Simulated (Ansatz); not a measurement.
Born–Oppenheimer molecular dynamics of CH8B2Si (12 atoms, charge 0, multiplicity 1). It starts from a relaxed structure.

Level of theory: RKS B3LYP/6-31G* (Ansatz).

| Item | Value |
| --- | --- |
| ensemble | NVT, Langevin thermostat |
| time step | 0.5 fs |
| steps asked | 300 |
| set temperature | 700 K |
| friction | 0.005 /fs |
| seed | 34496 |

First frame:

```xyz
12
Properties=species:S:1:pos:R:3
B -1.276 1.446 -0.012
Si 0.378 0.297 0.171
B -0.121 -0.929 1.700
C 0.870 -0.614 -1.426
H -2.101 1.240 -0.855
H -1.493 2.333 0.760
H 1.509 1.171 0.620
H -0.500 -2.050 1.517
H -0.097 -0.537 2.830
H 0.051 -1.254 -1.772
H 1.108 0.090 -2.230
H 1.749 -1.249 -1.269
```

How far do the bonds stretch over the last three quarters of this one trajectory? (Pairs bonded in most of those frames.)


| bond | mean (Å) | spread (Å) | shortest | longest |
| --- | --- | --- | --- | --- |
| B1–Si2 | 2.041 | 0.038 | 1.98 | 2.11 |
| B1–H5 | 1.201 | 0.028 | 1.15 | 1.26 |
| B1–H6 | 1.204 | 0.044 | 1.13 | 1.29 |
| Si2–B3 | 2.032 | 0.048 | 1.93 | 2.11 |
| Si2–C4 | 1.918 | 0.081 | 1.76 | 2.04 |
| Si2–H7 | 1.505 | 0.032 | 1.44 | 1.58 |
| B3–H8 | 1.212 | 0.058 | 1.11 | 1.31 |
| B3–H9 | 1.204 | 0.040 | 1.12 | 1.28 |
| C4–H10 | 1.098 | 0.021 | 1.05 | 1.14 |
| C4–H11 | 1.098 | 0.025 | 1.05 | 1.14 |
| C4–H12 | 1.103 | 0.033 | 1.04 | 1.16 |

Mean temperature of the second half: 400 K. The mean temperature of the second half is 43 % below the set value. A run of 0.15 ps of so small a system gives no equilibrium averages.

Time of the run: 8.6 min on 1 thread of Intel(R) Xeon(R) 6975P-C (Granite Rapids), with other jobs on the host, peak memory 0.25 GiB.
